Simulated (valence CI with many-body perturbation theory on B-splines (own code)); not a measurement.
**Kr21+ in brief**

Level of theory: valence CI with perturbative core correlation (CI+MBPT): five valence electrons over a frozen Dirac-Fock core [Ne], a basis of 9 s, 9 p, 8 d, 6 f, 3 g, 1 h functions for each j, with the one-electron correlation potential Σ1, the two-electron term Σ2, the three-electron term Σ3, Breit, model QED; selected CI, second order for the rest (own B-spline code, finite nucleus).

No measured spectrum was set against this ion. As an estimate, levels of excited configurations hold to 0.05 to 0.15 % of their energy, terms of the ground configuration to about 0.5 %. Among the levels kept, up to 460 cm⁻¹ of a level comes from second order outside the variational space, and about a tenth of that is noise between levels of different J, which matters for small intervals.

Names give the largest LS component (configuration and term), which can be under half, so a name can repeat, a term be missing and a line seem to break the LS rules; names also repeat where a configuration has a term twice.

Rates and lifetimes use the calculated energies. Strong lines usually hold to 10 to 20 %, long lifetimes can be off by a factor of two.

Q: What is the ground level?

A: 3s2 3p3 4S°_3/2, composition 67 % 3s2 3p3 4S° + 21 % 3s2 3p3 2P° + 9 % 3s2 3p3 2D°, g = 1.744.

Q: Name the longest-lived excited levels whose lifetime is computed, and their main decay.

A: 3s2 3p3 2D°_5/2 at 13.29 eV lives 727 μs, mostly by M1 to 3s2 3p3 4S°_3/2; 3s2 3p3 2D°_3/2 at 9.71 eV lives 130 μs, mostly by M1 to 3s2 3p3 4S°_3/2; 3s2 3p2 3d 2G_9/2 at 114.18 eV lives 69.2 μs, mostly by M1 to 3s2 3p2 3d 4F_9/2. The lifetime of 3s2 3p2 3d 4F_9/2 is too uncertain to give, and may be longer.

Q: Where does the other parity begin?

A: At 3s 3p4 4P_5/2, 63.75 eV.

Q: Among levels below 150.39 eV, which E1 lines absorb most strongly from the ground level?

A: to 3s2 3p2 3d 4P_5/2 at 11.16 nm, f = 0.365; to 3s2 3p2 3d 4P_3/2 at 11.00 nm, f = 0.214; to 3s2 3p2 3d 4P_1/2 at 10.93 nm, f = 0.143.

Q: What is the ionisation energy?

A: 936.88 eV; NIST lists 945 ± 3 eV (semi-empirical).

Q: What are the static dipole polarisabilities of the lowest levels?

A: 3s2 3p3 4S°_3/2 0.0795 (tensor 0.0023); 3s2 3p3 2D°_3/2 0.0805 (tensor 0.0054); 3s2 3p3 2D°_5/2 0.0808; 3s2 3p3 2P°_1/2 0.0794 bohr³, of which the core gives 0.00120.

Q: How well does LS coupling describe the low levels?

A: Among the lowest 20 levels the leading LS term, summed over configurations, holds 73 % on average. For single configurations the figures are 66 % in LS and 65 % in jj coupling. Terms mix most in the J = 3/2 level at 88.57 eV, where the leading one holds 34 %.
